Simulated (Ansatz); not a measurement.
`FC(F)(Br)C(F)(F)Br` + H₂ → `FC(F)Br` + `FC(F)Br`  (hydrogenolysis of a C–C bond)

Isolated molecules relaxed with PBE0-D4/def2-TZVP in Ansatz; ΔE leaves out vibrations. CBS: MP2 limit from def2 TZ/QZ plus the TZ coupled-cluster correction, frozen cores. This one scheme is used for every species. Functionals use def2-TZVPP. HSE06 is defined as in plane-wave codes. For Br outer-core shells are correlated without core-valence functions, which leaves a few kJ/mol of doubt a bond. Scalar relativity is left out up to krypton. One conformer a species, not always the lowest.

| level | ΔE (kcal/mol) | difference from CCSD(T)/CBS |
| --- | --- | --- |
| LDA (SPW92) | -13.3 | 2.6 |
| PBE-D4 | -16.7 | -0.8 |
| revPBE-D4 | -15.4 | 0.5 |
| BLYP-D4 | -17.1 | -1.2 |
| r2SCAN-D4 | -15.3 | 0.6 |
| B97M-V | -15.7 | 0.2 |
| PBE0-D4 | -17.7 | -1.8 |
| r2SCANh-D4 | -16.0 | -0.1 |
| r2SCAN0-D4 | -16.9 | -1.0 |
| BHLYP-D4 | -19.2 | -3.3 |
| CAM-B3LYP-D4 | -18.1 | -2.2 |
| ωB97X-V | -16.2 | -0.3 |
| ωB97M-V | -15.7 | 0.2 |
| B2PLYP | -19.8 | -3.9 |
| PBE-QIDH | -18.0 | -2.1 |
| PBE | -19.4 | -3.5 |
| revPBE | -22.1 | -6.2 |
| BLYP | -22.9 | -7.0 |
| r2SCAN | -16.0 | -0.1 |
| PBE0 | -20.1 | -4.2 |
| r2SCANh | -16.7 | -0.8 |
| r2SCAN0 | -17.7 | -1.8 |
| HSE06 | -20.1 | -4.2 |
| BHLYP | -22.8 | -6.9 |
| CAM-B3LYP | -20.6 | -4.7 |
| LC-ωPBE | -19.1 | -3.2 |
| RPA@PBE/def2-TZVPP | -15.9 | 0.0 |
| HF/def2-SVP | -25.5 | -9.6 |
| MP2/def2-SVP | -13.5 | 2.4 |
| CCSD/def2-SVP | -16.3 | -0.4 |
| HF/def2-TZVPP | -26.3 | -10.4 |
| MP2/def2-TZVPP | -15.2 | 0.7 |
| SCS-MP2/def2-TZVPP | -17.2 | -1.3 |
| CCSD/def2-TZVPP | -18.4 | -2.5 |
| CCSD(T)/def2-TZVPP | -16.5 | -0.6 |
| HF/def2-QZVPP | -26.5 | -10.6 |
| MP2/def2-QZVPP | -14.9 | 1.0 |
| SCS-MP2/def2-QZVPP | -17.1 | -1.2 |
| MP2/CBS(def2) | -14.6 | 1.3 |
| CCSD/CBS(def2) | -17.8 | -1.9 |
| CCSD(T)/CBS | -15.9 | 0 |

Largest T1 diagnostic among the species: 0.011.

At CCSD(T), def2-SVP lies +1.5 kcal/mol from the extrapolated value and def2-TZVPP −0.6 kcal/mol. In def2-TZVPP, CCSD(T) changes the Hartree–Fock value by +9.8 kcal/mol (the triples alone add +1.9 kcal/mol) and MP2 by +11.1 kcal/mol.
